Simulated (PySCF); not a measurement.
## Nuclear quadrupole coupling in `Sc1ccccc1`

Compound: C₆H₆S.
Z-matrix (Å and degrees, PBE0-D3(BJ)/def2-SVP geometry), rows numbered from 1:
```
S 
C   1  1.7660
C   2  1.4012  1  117.75
C   3  1.3917  2  120.20  1   179.99
C   4  1.3944  3  120.53  2    -0.02
C   5  1.3936  4  119.31  3     0.03
C   6  1.3929  5  120.58  4    -0.02
H   1  1.3486  2   96.68  3  -179.86
H   3  1.0929  2  119.80  1    -0.04
H   4  1.0927  3  119.34  2   179.97
H   5  1.0920  4  120.36  3  -179.99
H   6  1.0928  5  120.16  4  -179.99
H   7  1.0928  2  120.09  1    -0.01
```

Field gradients from the PBE0/pcSseg-1 density (PySCF, non-relativistic), principal values in atomic units, ordered |Vxx| ≤ |Vyy| ≤ |Vzz|:

```csv
atom,Vxx,Vyy,Vzz
S1,0.3348,2.3671,-2.7019
```

**Question.** Find the asymmetry η = (Vxx − Vyy)/Vzz and the couplings χ = eQV/h (234.96 MHz × Q in barn × V in au), with Q(33S) = −0.0678 b.

**Answer.** 
```tsv
atom	environment	nucleus	η	χzz (MHz)	χxx (MHz)	χyy (MHz)
S1	thiol sulfur	33S	0.75	43.04	-5.33	-37.71
```

The tensor is traceless: Vxx + Vyy + Vzz = 0.

**Question.** What is Vzz at S1 in SI units (1 au = 9.71736 × 10²¹ V/m²)?

**Answer.** -2.7019 au = -26.255 × 10²¹ V/m².

Were the hydrogens deuterons (Q(2H) = 0.00286 b), χzz would run from 150 kHz (H8) to 206 kHz (H11).

Isolated species at its PBE0-D3(BJ)/def2-SVP geometry (one conformer only). With so small a basis the couplings can be 20 % off.

The run behind these numbers computed NMR shieldings as well. On one thread, x86-64 server, no GPU, on a shared host, this took 12 s of wall time.
